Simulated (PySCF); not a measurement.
Planning a shielding job on `C[C@@H]1[NH2+]CCC[C@@H]1CF`.

Method: GIAO PBE0/pcSseg-1 NMR shielding, non-relativistic, IEF-PCM methanol (PySCF 2.14.0, density-fitted response routines). Geometry: PBE0-D3(BJ)/def2-SVP. Work: shieldings, ring-centre shieldings, density fitting. The input is one job of a driver script: a line of settings, then coordinates in Å.

Input:
```
{"job": {"kind": "nmr", "xc": "PBE0", "basis": "pcSseg-1", "solvent": "methanol", "pop": false}, "charge": 1, "multiplicity": 1}
C      2.118507    -1.234563    -0.242817
C      0.697936    -0.856563     0.121580
N     -0.197526    -1.085950    -1.075479
C     -1.653226    -0.882148    -0.799191
C     -1.886266     0.528136    -0.296338
C     -0.994511     0.835902     0.901667
C      0.490249     0.584374     0.609761
C      1.117431     1.608353    -0.323715
F      0.709451     1.372573    -1.641077
H      2.199505    -2.304051    -0.490110
H      2.779664    -1.050767     0.615565
H      2.499181    -0.650976    -1.094250
H      0.317230    -1.541016     0.896442
H     -0.032356    -2.026565    -1.449505
H      0.105002    -0.407913    -1.793785
H     -2.199691    -1.094801    -1.728548
H     -1.939832    -1.635346    -0.049805
H     -2.947967     0.624725    -0.026433
H     -1.706047     1.245340    -1.112415
H     -1.137858     1.877116     1.225843
H     -1.296422     0.205312     1.754634
H      1.045065     0.666961     1.559419
H      2.216040     1.558008    -0.312890
H      0.809574     2.630245    -0.058038
```

Hardware: one thread of an Arm Neoverse V1, no GPU, shared host.

The basis has 228 functions.

Question: Which is nearest to the wall time?
A. 0.83 s
B. 6.2 s
C. 50 s

Answer: C. The run took 50 s. The SCF took 12 cycles.

The SCF part of the output:
```
coarse grid: 19056 points
cycle   1  E = -429.5818893155  dE =  1.139e+00  |g| = 5.356e-01  |ddm| = 4.112e+00
cycle   2  E = -429.5596673686  dE =  2.222e-02  |g| = 6.804e-01  |ddm| = 8.504e-01
cycle   3  E = -429.6391425252  dE = -7.948e-02  |g| = 6.673e-02  |ddm| = 4.518e-01
cycle   4  E = -429.6397428225  dE = -6.003e-04  |g| = 3.057e-02  |ddm| = 6.292e-02
cycle   5  E = -429.6399352136  dE = -1.924e-04  |g| = 5.543e-03  |ddm| = 2.413e-02
cycle   6  E = -429.6399407862  dE = -5.573e-06  |g| = 1.419e-03  |ddm| = 5.088e-03
final grid: 181632 points
cycle   7  E = -429.7011627674  dE = -8.503e-05  |g| = 1.042e-02  |ddm| = 4.486e-02
cycle   8  E = -429.7011513609  dE =  1.141e-05  |g| = 1.298e-02  |ddm| = 1.910e-02
cycle   9  E = -429.7011898335  dE = -3.847e-05  |g| = 1.181e-03  |ddm| = 1.039e-02
cycle  10  E = -429.7011900375  dE = -2.040e-07  |g| = 3.843e-04  |ddm| = 1.008e-03
cycle  11  E = -429.7011900605  dE = -2.303e-08  |g| = 7.593e-05  |ddm| = 2.939e-04
cycle  12  E = -429.7011900615  dE = -9.878e-10  |g| = 2.645e-05  |ddm| = 8.846e-05
converged SCF energy = -429.7011900615
```

On the final grid dE counts from the start density on that grid.

Times come from a shared host and carry two figures at best.
